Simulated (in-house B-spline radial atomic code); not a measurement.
Ionisation energies with and without relativity, with size and susceptibility from the Dirac run. Dirac energy differences include first-order Breit, QED and recoil terms. NIST's values go from ground level to ground level; the uncertainty of those that are theory runs from under 0.1 % in few-electron ions to several per cent in heavy many-electron ones. Computed with a B-spline radial code for spherical atoms: non-relativistic Hartree-Fock and Dirac-Hartree-Fock, averages of the configuration (point nuclei without relativity, finite nuclei with it).

| ion | configuration | configuration after | ionisation non-relativistic (eV) | ionisation Dirac Breit and QED (eV) | tabulated value (eV) | tabulated kind | radius at density 0.001 (bohr) | diamagnetic susceptibility (10⁻⁶ cm³/mol) |
| --- | --- | --- | --- | --- | --- | --- | --- | --- |
| Lu3+ | [Xe] 4f14 | [Xe] 4f13 | 48.18 | 41.91 | 45.249 | semi-empirical | 3.037 | -25.004 |
| Hf3+ | [Xe] 4f14 5d1 | [Xe] 4f14 | 32.98 | 31.97 | 33.37 | semi-empirical | 3.282 | -26.502 |
| Ta3+ | [Xe] 4f14 5d2 | [Xe] 4f14 5d1 | ? | ? | ? | tabulated theory | ? | ? |
| W3+ | [Xe] 4f14 5d3 | [Xe] 4f14 5d2 | 37.14 | 36.00 | 38.2 | semi-empirical | 3.415 | -28.32 |
| Re3+ | [Xe] 4f14 5d4 | [Xe] 4f14 5d3 | 39.22 | 38.02 | 39.1 | tabulated theory | 3.407 | -28.841 |
| Os3+ | [Xe] 4f14 5d5 | [Xe] 4f14 5d4 | 41.29 | 40.04 | 41 | tabulated theory | 3.381 | -29.189 |
| Ir3+ | [Xe] 4f14 5d6 | [Xe] 4f14 5d5 | ? | ? | ? | tabulated theory | ? | ? |
| Pt3+ | [Xe] 4f14 5d7 | [Xe] 4f14 5d6 | 45.46 | 44.08 | 43 | tabulated theory | 3.304 | -29.516 |

Problem. Fill in the row of Ta3+.

Solution. ionisation non-relativistic (eV): 35.07; ionisation Dirac Breit and QED (eV): 33.99; tabulated value (eV): 35; radius at density 0.001 (bohr): 3.386; diamagnetic susceptibility (10⁻⁶ cm³/mol): -27.567.

Problem. Fill in the row of Ir3+.

Solution. ionisation non-relativistic (eV): 43.37; ionisation Dirac Breit and QED (eV): 42.05; tabulated value (eV): 40; radius at density 0.001 (bohr): 3.345; diamagnetic susceptibility (10⁻⁶ cm³/mol): -29.404.
